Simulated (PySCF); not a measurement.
Worked example: entropy of an ideal gas

C₂H₅Se, SMILES CC[Se], multiplicity 2.

The structure is a stationary point at PBE-D3(BJ)/def2-SVP. The isomer is the one that the SMILES or the coordinates give; other isomers of the formula were not compared.

PBE-D3(BJ)/def2-SVP (PySCF) gives the harmonic wavenumbers 220, 279, 517, 554, 870, 944, 1045, 1187, 1191, 1339, 1363, 1408, 1419, 2965, 2968, 2999, 3054, 3076 cm⁻¹ and the rotational temperatures 1.5069, 0.1733, 0.1621 K. The molar mass is 108.03 g/mol, the symmetry number 1, the spin multiplicity 2.

Work out the entropy at 298.15 K and 1 atm in the rigid-rotor, harmonic-oscillator model.


Translation (Sackur–Tetrode at 1 atm): S = R[1.5 ln M + 2.5 ln T − 1.16487] = 167.1 J/(mol K).
Rotation: q = (√π/σ) T^1.5/√(θA θB θC) = 44400, S = R[ln q + 3/2] = 101.4 J/(mol K).
Vibration: with u = 1.4388 ν/T, each mode gives R[u/(e^u − 1) − ln(1 − e^−u)]:
```tsv
ν (cm⁻¹)	modes	u	S (J/(mol K))
220	1	1.06	8.20
279	1	1.35	6.44
517	1	2.49	2.58
554	1	2.67	2.24
870	1	4.20	0.66
944	1	4.56	0.49
1045	1	5.04	0.33
1187	1	5.73	0.18
1191	1	5.75	0.18
1339	1	6.46	0.10
1363	1	6.58	0.09
1408	1	6.79	0.07
1419	1	6.85	0.07
```
The stiffer modes add less than 0.005 each. Sum 21.6 J/(mol K).
Spin: R ln 2 = 5.8 J/(mol K).
Total 296.0 J/(mol K); the program's own thermochemistry gives 296.0. Translation makes up 56 % and vibration 7 %. Anharmonicity, hindered rotation and orbital degeneracy are left out.
